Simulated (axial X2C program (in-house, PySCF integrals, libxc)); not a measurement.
**Low determinants of ZrF⁺ at the PBE0 level, two-component**

Calculated with an in-house relativistic program for diatomic molecules. Two-component (2c) means X2C with spin–orbit coupling and atomic mean-field two-electron Coulomb and Gaunt terms. Basis: Zr dyall-cv3z [11s12p9d6f3g], F dyall-av3z [7s6p3d2f] (cores contracted in-house); Gaussian nuclei, density fitting, unrestricted open shells. Masses: Zr 89.905 u, F 18.998 u.

Search at 1.834 Å (vertical energies from the lowest determinant):

```json
{"ΔE (eV)": "0.00", "state": "Ω = 1", "electrons beyond evenly filled partner blocks": "ω = -1/2, ω = 3/2", "electrons in ±ω = 1/2, 3/2, 5/2, 7/2": "33 13 2 0"}
{"ΔE (eV)": "0.07", "state": "Ω = 1", "electrons beyond evenly filled partner blocks": "ω = -3/2, ω = 5/2", "electrons in ±ω = 1/2, 3/2, 5/2, 7/2": "32 13 3 0"}
{"ΔE (eV)": "0.10", "state": "Ω = 3", "electrons beyond evenly filled partner blocks": "ω = 1/2, ω = 5/2", "electrons in ±ω = 1/2, 3/2, 5/2, 7/2": "33 12 3 0"}
{"ΔE (eV)": "0.63", "state": "Ω = 2", "electrons beyond evenly filled partner blocks": "ω = 1/2, ω = 3/2", "electrons in ±ω = 1/2, 3/2, 5/2, 7/2": "33 13 2 0"}
{"ΔE (eV)": "0.74", "state": "Ω = 2", "electrons beyond evenly filled partner blocks": "ω = -1/2, ω = 5/2", "electrons in ±ω = 1/2, 3/2, 5/2, 7/2": "33 12 3 0"}
{"ΔE (eV)": "0.78", "state": "Ω = 4", "electrons beyond evenly filled partner blocks": "ω = 3/2, ω = 5/2", "electrons in ±ω = 1/2, 3/2, 5/2, 7/2": "32 13 3 0"}
{"ΔE (eV)": "0.83", "state": "Ω = 0", "electrons beyond evenly filled partner blocks": "none", "electrons in ±ω = 1/2, 3/2, 5/2, 7/2": "32 14 2 0"}
```

Lowest determinant, Ω = 1 (⟨Sz⟩ = -1.00, ⟨Lz⟩ = 2.00 at PBE0): Re = 1.815 Å, ωe = 751.1 cm⁻¹.

The determinant in row 2 of the search, Ω = 1 (⟨Sz⟩ = 1.00, ⟨Lz⟩ = 0.00 at PBE0), was followed along the bond at PBE0; measured from the minimum of the lowest determinant it gives:

Te = 0.074 eV (593 cm⁻¹), Re = 1.828 Å, ωe = 737.6 cm⁻¹.

Task: Compare the bond of the determinant in row 2 with that of the lowest one.

Result: At PBE0 its Re is 0.013 Å longer and its force constant, which goes as ωe², is 0.96 times that of the lowest determinant. T0 ≈ Te + Δωe/2 = 593 + (-7) = 586 cm⁻¹.

The search compares states at one distance, so a state with another bond length can lie lower; it is not exhaustive and yields mostly the lowest determinant of each block pattern, so other components and higher states of one pattern are missing. These are energies of single determinants, not of spin-adapted states; PBE0 term energies can be off by some tenths of an eV, and the functional has no current term. Open-shell Ω = 0 determinants with evenly filled partner blocks cannot be reached by this program, so the Ω shown need not be the lowest component. The lowest determinant need not be the ground state where others lie within half an eV.
